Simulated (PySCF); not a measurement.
**S (sulfur, neutral) across methods**

[Ne] 3s1 3p5, high-spin 3P determinant (an excited configuration). Calculation: PySCF 2.14, in aug-cc-pVQZ-DK; the spin-free X2C one-electron Hamiltonian (Gaussian nucleus).

| method | E (hartree) | mean ε 3s α (eV) | mean ε 3p α (eV) | mean ε 3p β (eV) | Σ⟨r²⟩ (bohr²) | ⟨S²⟩ |
| --- | --- | --- | --- | --- | --- | --- |
| PBE | -398.6707 | -18.901 | -8.350 | -6.600 | 30.20 | 2.007 |
| M06 | -398.8127 | -21.109 | -9.559 | -7.456 | 29.92 | 2.010 |
| LDA | -397.4432 | -18.859 | -8.394 | -6.675 | 30.29 | 2.006 |
| r2SCAN | -398.8057 | -20.044 | -8.878 | -6.664 | 30.11 | 2.015 |
| BHandHLYP | -398.8182 | -23.838 | -11.135 | -8.341 | 30.34 | 2.014 |
| PW91 | -398.8317 | -18.943 | -8.393 | -6.650 | 30.19 | 2.007 |
| UHF | -398.16835 | -28.704 | -13.859 | -9.060 | 31.01 | 2.042 |
| B97-3 | -398.7765 | -21.515 | -9.800 | -7.567 | 30.09 | 2.009 |

Estimate the same row for PBE0.

E (hartree) = -398.6878; mean ε 3s α (eV) = -21.474; mean ε 3p α (eV) = -9.852; mean ε 3p β (eV) = -7.525; Σ⟨r²⟩ (bohr²) = 30.13; ⟨S²⟩ = 2.010.
